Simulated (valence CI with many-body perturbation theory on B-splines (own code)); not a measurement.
## Re41+: calculated level list

Computed by valence CI with perturbative core correlation (CI+MBPT): six valence electrons over a frozen Dirac-Fock core [Ar] 3d10, radial functions for each j: 9 s, 9 p, 8 d, 6 f, 3 g, 1 h, with the one-electron correlation potential Σ1 (screened to all orders), the two-electron term Σ2, the three-electron term Σ3, Breit, model QED; selected single and double excitations, second order for the rest, scaled by the run's own slope (own B-spline code, finite nucleus).

The last digits are not significant, and no measured levels were compared; by estimate large intervals hold to a few tenths of a per cent, small ones and those within an open d or f shell to about a per cent. Among the levels kept, up to 640 cm⁻¹ of a level comes from second order outside the variational space, and about a tenth of that is noise between levels of different J, which matters for small intervals.

Levels 1 to 38 of 38, with energies above the lowest level, (4s^2 4p1/2^2 4p3/2^2) J=2. "Leading %" is the weight of the configuration and term that name the level; weights of strongly mixed levels are sums over their largest components and can fall short, and the name can then belong to a minority configuration. In the jj column 3d3/2^4 stands for four electrons in 3d with j = 3/2.

```
No.  Configuration  Term  J  E (cm⁻¹)  Leading %      g     Second component                       Leading jj
  1        4s2 4p4    3P  2         0         69  1.344      30 % 4s2 4p4 1D      4s^2 4p1/2^2 4p3/2^2 (99 %)
  2        4s2 4p4    1S  0     72538         62             37 % 4s2 4p4 3P      4s^2 4p1/2^2 4p3/2^2 (99 %)
  3        4s2 4p4    3P  1    798880         99  1.497                             4s^2 4p1/2 4p3/2^3 (99 %)
  4        4s2 4p4    1D  2    835750         69  1.147      30 % 4s2 4p4 3P        4s^2 4p1/2 4p3/2^3 (98 %)
  5     4s2 4p3 4d   3D°  2   1265100         30  1.053  20 % 4s2 4p3 4d 3F°  4s^2 4p1/2^2 4p3/2 4d3/2 (97 %)
  6     4s2 4p3 4d   3D°  1   1288300         28  1.142  27 % 4s2 4p3 4d 3P°  4s^2 4p1/2^2 4p3/2 4d3/2 (95 %)
  7     4s2 4p3 4d   3P°  0   1289500         59         29 % 4s2 4p3 4d 5D°  4s^2 4p1/2^2 4p3/2 4d3/2 (98 %)
  8     4s2 4p3 4d   3F°  3   1296800         28  1.119  20 % 4s2 4p3 4d 3D°  4s^2 4p1/2^2 4p3/2 4d3/2 (94 %)
  9     4s2 4p3 4d   3F°  4   1452300         48  1.266  28 % 4s2 4p3 4d 5D°  4s^2 4p1/2^2 4p3/2 4d5/2 (98 %)
 10     4s2 4p3 4d   3P°  2   1453400         20  1.291      15 % 4s 4p5 3P°  4s^2 4p1/2^2 4p3/2 4d5/2 (82 %)
 11     4s2 4p3 4d   3D°  3   1562900         36  1.183  18 % 4s2 4p3 4d 3F°  4s^2 4p1/2^2 4p3/2 4d5/2 (90 %)
 12     4s2 4p3 4d   3P°  1   1587300         32  1.083  20 % 4s2 4p3 4d 3D°  4s^2 4p1/2^2 4p3/2 4d5/2 (90 %)
 13        4s2 4p4    3P  0   1663800         62             36 % 4s2 4p4 1S              4s^2 4p3/2^4 (98 %)
 14         4s 4p5   3P°  2   1668700         76  1.444   6 % 4s2 4p3 4d 5D°        4s 4p1/2^2 4p3/2^3 (76 %)
 15         4s 4p5   1P°  1   1757800         43  1.141      36 % 4s 4p5 3P°        4s 4p1/2^2 4p3/2^3 (77 %)
 16     4s2 4p3 4d   3D°  1   2028000         46  0.985  39 % 4s2 4p3 4d 5D°  4s^2 4p1/2 4p3/2^2 4d3/2 (95 %)
 17     4s2 4p3 4d   3F°  2   2029100         44  1.033  28 % 4s2 4p3 4d 5D°  4s^2 4p1/2 4p3/2^2 4d3/2 (97 %)
 18     4s2 4p3 4d   5D°  0   2029700         50         27 % 4s2 4p3 4d 1S°  4s^2 4p1/2 4p3/2^2 4d3/2 (95 %)
 19     4s2 4p3 4d   3F°  3   2059500         34  1.093  29 % 4s2 4p3 4d 3G°  4s^2 4p1/2 4p3/2^2 4d3/2 (94 %)
 20     4s2 4p3 4d   3G°  4   2094900         50  1.058  34 % 4s2 4p3 4d 1G°  4s^2 4p1/2 4p3/2^2 4d3/2 (98 %)
 21     4s2 4p3 4d   3F°  2   2138900         62  0.831  24 % 4s2 4p3 4d 1D°  4s^2 4p1/2 4p3/2^2 4d3/2 (95 %)
 22     4s2 4p3 4d   3D°  3   2196100         59  1.360  32 % 4s2 4p3 4d 5D°  4s^2 4p1/2 4p3/2^2 4d5/2 (79 %)
 23     4s2 4p3 4d   5D°  4   2205900         51  1.296  21 % 4s2 4p3 4d 3G°  4s^2 4p1/2 4p3/2^2 4d5/2 (98 %)
 24     4s2 4p3 4d   3P°  2   2218400         41  1.280  22 % 4s2 4p3 4d 3D°  4s^2 4p1/2 4p3/2^2 4d3/2 (88 %)
 25     4s2 4p3 4d   3D°  3   2221600         44  1.146  31 % 4s2 4p3 4d 3F°  4s^2 4p1/2 4p3/2^2 4d3/2 (74 %)
 26     4s2 4p3 4d   3S°  1   2222400         34  1.387  19 % 4s2 4p3 4d 1P°  4s^2 4p1/2 4p3/2^2 4d3/2 (76 %)
 27     4s2 4p3 4d   1S°  0   2242300         43         40 % 4s2 4p3 4d 3P°  4s^2 4p1/2 4p3/2^2 4d5/2 (82 %)
 28     4s2 4p3 4d   3P°  1   2244000         37  1.122  27 % 4s2 4p3 4d 3D°  4s^2 4p1/2 4p3/2^2 4d5/2 (72 %)
 29     4s2 4p3 4d   3F°  4   2252600         69  1.178  28 % 4s2 4p3 4d 1G°  4s^2 4p1/2 4p3/2^2 4d5/2 (98 %)
 30     4s2 4p3 4d   3G°  5   2266400         99  1.196                       4s^2 4p1/2 4p3/2^2 4d5/2 (99 %)
 31     4s2 4p3 4d   3D°  1   2289400         40  0.927  34 % 4s2 4p3 4d 1P°  4s^2 4p1/2 4p3/2^2 4d3/2 (84 %)
 32     4s2 4p3 4d   3D°  2   2330100         45  1.275  28 % 4s2 4p3 4d 3P°  4s^2 4p1/2 4p3/2^2 4d5/2 (98 %)
 33     4s2 4p3 4d   1F°  3   2357700         35  1.124  33 % 4s2 4p3 4d 3F°  4s^2 4p1/2 4p3/2^2 4d5/2 (98 %)
 34     4s2 4p3 4d   3D°  2   2387700         43  1.077  16 % 4s2 4p3 4d 3F°  4s^2 4p1/2 4p3/2^2 4d5/2 (91 %)
 35     4s2 4p3 4d   1P°  1   2400700         28  1.214  25 % 4s2 4p3 4d 3S°  4s^2 4p1/2 4p3/2^2 4d5/2 (84 %)
 36     4s2 4p3 4d   1F°  3   2425500         46  1.071  17 % 4s2 4p3 4d 3F°  4s^2 4p1/2 4p3/2^2 4d5/2 (88 %)
 37     4s2 4p3 4d   3P°  2   2447600         38  1.227  34 % 4s2 4p3 4d 1D°  4s^2 4p1/2 4p3/2^2 4d5/2 (91 %)
 38         4s 4p5   3P°  0   2500200         72         10 % 4s2 4p3 4d 1S°          4s 4p1/2 4p3/2^4 (72 %)
```

The ionisation energy to 4s2 4p3 2P°_3/2 of the next ion comes out as 2027.3 eV (NIST: 2025 ± 4 eV (theoretical)). All 38 levels together are meant to be complete up to 2522500 cm⁻¹.
